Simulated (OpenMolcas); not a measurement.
Xe⁶⁺: effect of the IPEA shift

```
Program             : OpenMolcas
Basis               : ANO-RCC-VQZP [8s7p5d3f2g]
Scalar Hamiltonian  : DKH2, point nucleus
Active space        : 2 electrons in 9 orbitals (RAS2 5s 5p; RAS3 5d, at most 2 electrons)
State averaging     : 2S+1 = 3 even, 3 roots; 2S+1 = 1 even, 7 roots; 2S+1 = 3 odd, 3 roots; 2S+1 = 1 odd, 3 roots
Spin-orbit coupling : RASSI with atomic mean-field integrals over the reference wave functions, term energies averaged over their components
```

Methods on the same reference wave functions:
A. RASSCF
B. MS-RASPT2, IPEA 0.25 Eh, imaginary shift 0.1 Eh (closed shells correlated: 4d)
C. MS-RASPT2, IPEA 0.5 Eh, imaginary shift 0.1 Eh (closed shells correlated: 4d)

Energies in cm⁻¹ above 5s² ¹S₀, the measured ground level; measured values from Saloman, J. Phys. Chem. Ref. Data 33, 765 (2004).

```tsv
Level	A	B	C	Measured
5s² ¹S₀	0.0	0.0	0.0	0.0
5s 5p ³P°₀	91410	98150	98110	96141
5s 5p ³P°₁	95491	101970	101930	100451
5s 5p ³P°₂	106451	113190	113150	113676
5s 5p ¹P°₁	146387	142060	142260	143259
5p² ³P₀	223539	226490	226680	223673
5p² ¹D₂ [59 %]	231047	237760	237830	236100
5p² ³P₁	232095	235560	235740	234685
5p² ³P₂ [59 %]	245488	250500	250610	251853
```

Deviations, from unrounded energies. A percentage is the sum of absolute deviations over the sum of measured energies, with the sign that they share, or ± where signs differ.

```
           Against measurement  Levels     A     B     C
mean absolute deviation (cm-1)       8  4300  1500  1500
      other configurations (%)       8  ±2.4  ±0.9  ±0.9
```

B, C lie about equally close to measurement and A furthest from it. The largest miss of B in the table is 5p² ³P₀, by +2800 cm-1. The ranking rests on the paired levels alone, and a cruder setting can come out closer through cancelling errors.

Between B and C the level of the table that moves most is 5s 5p ¹P°₁, by 200 cm-1 (lowest in B, highest in C). Moves below CASPT2's spread within the term are not significant.

The mean deviations of B to C differ by less than CASPT2's widest spread within a term (15 cm-1), so their order carries little weight.

The lowest spin-free term lies below A's lowest term by 0.469 hartree in B, 0.467 hartree in C.

CASPT2 does not keep the components of a term degenerate, so their means are used; among the terms shown or strongly mixed into the levels shown the widest spread is 15 cm-1 (5p² ¹D, C). Active for correlation alone: 5d; no level in the range computed is led by a configuration that fills it, so any true level of that kind is missing. Some terms mix strongly with configurations of 5d, whose occupation reaches 0.19 (5p² ¹D). Measured partners are found by configuration, term and J. A level has none where our copy of the source lacks it or the pairing is in doubt (some pairs that miss far off the trend of their configuration count as doubtful), and it then counts in no deviation. Only configurations of the active space appear. Levels that lie high or do not pair safely by name in every column are left out.

A share in square brackets marks a mixed level and gives the weight of the term that names it, the lowest over the columns. ° marks odd parity.
